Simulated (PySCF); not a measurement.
CH4OSi, neutral, multiplicity 1. Atoms are numbered in the order given.

```xyz
7

Si     0.6605     0.1503     0.0000
C     -0.3569    -1.4400     0.0000
H     -1.0093    -1.4614     0.8807
H     -1.0093    -1.4614    -0.8807
H      0.2659    -2.3367     0.0000
O     -0.6233     1.2078     0.0000
H     -0.3656     2.1327     0.0000
```
Charge 0, spin multiplicity 1.

Geometry: PBE0-D3(BJ)/def2-TZVP. Other conformers were not sampled.

Computed with ωB97X/def2-TZVPD run with PySCF.

Mulliken values depend strongly on the basis, most of all with diffuse functions as here. ESP charges are fitted to the potential on shells at 1.4 to 2.0 van der Waals radii. Atomic charges (e):

| atom | ESP fit | Mulliken | IAO |
|---|---|---|---|
| Si1 | -0.04 | 0.18 | (withheld) |
| C2 | -0.05 | -0.86 | (withheld) |
| H3 | 0.07 | 0.24 | 0.16 |
| H4 | 0.07 | 0.24 | 0.16 |
| H5 | 0.02 | 0.28 | 0.15 |
| O6 | -0.47 | -0.40 | (withheld) |
| H7 | 0.39 | 0.32 | 0.37 |

Question: Fill in the missing entries. (An estimate is asked for; the answer gives what the named calculation found.)

Answer: 
- Si1, IAO: 0.69
- C2, IAO: -0.75
- O6, IAO: -0.77
